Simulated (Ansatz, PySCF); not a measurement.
Gas-phase reaction in SMILES: C1CSC1 + 3 C (CH4) + S (H2S) → 2 CC (C2H6) + 2 CS (CH4S)
Geometries: B3LYP-D3(BJ)/def2-TZVP minima from Ansatz (a quantum-chemistry and plane-wave program), one conformer each, not searched for the lowest.

Wanted: bond separation energy (enthalpy at 298 K, with B3LYP-D3(BJ) rigid-rotor harmonic-oscillator terms from PySCF), in eV. Cores are frozen in the correlated levels unless marked. No spin-orbit coupling. Non-relativistic. CBS(X,Y): correlation extrapolated as X^-3; Hartree-Fock from the larger set. The bracket is a focal-point correction in the basis named.

| level | program | bond separation energy (eV) |
|---|---|---|
| PBE0/6-31G* | Ansatz | -0.45 |
| CAM-B3LYP/def2-TZVPD | Ansatz | -0.44 |

**Question.** Estimate the value at RI-MP2/CBS(cc-pV(T+d)Z,cc-pV(Q+d)Z)+[CCSD(T)-MP2]/cc-pV(T+d)Z as computed with Ansatz.

**Answer.** -0.34 eV
